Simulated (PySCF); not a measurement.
## Dipole response of Cd⁺ (cadmium, charge +1)

[Kr] 4d9 5s2, 2D determinant (an excited configuration). All numbers are calculated (PySCF 2.14, scalar relativity through the core potential, in def2-QZVPPD with the def2 core potential (28 electrons) (7s5p4d4f2g, 88 functions)). Coupled (time-dependent) response in atomic units; α is the mean over directions.

```
 method  mean α (bohr³)         α xx, yy, zz  C₆ (like pair)  S(−4)
wB97M-V           27.84  28.17, 28.17, 27.18           200.0  337.8
```

S(−4) is the Cauchy moment in α(ω) = α(0) + S(−4) ω² + …

Spin-orbit coupling is absent.

α(iu) at wB97M-V:

| u (hartree) | α(iu) (bohr³) |
| --- | --- |
| 0 | 27.84 |
| 0.0500 | 27.02 |
| 0.100 | 24.89 |
| 0.200 | 19.26 |
| 0.300 | 14.52 |
| 0.500 | 9.044 |
| 0.750 | 5.964 |
| 1.00 | 4.406 |
| 1.50 | 2.825 |
| 2.00 | 2.009 |
| 3.00 | 1.172 |
| 5.00 | 0.5330 |

A single London oscillator, α(iu) = α/(1 + u²/ω²), gives C₆ = (3/4) ω α². Matching the computed C₆ needs ω = 4 × 200.0 / (3 × 27.84²) = 0.344 hartree.

For an ion, C₆ is the dispersion term alone; charge-induced terms of lower order in 1/R come first.

The components differ because the open shell of this determinant is not spherical; for a pure term their mean is the scalar polarisability.

Energies and moments cover only the electrons outside the core potential.
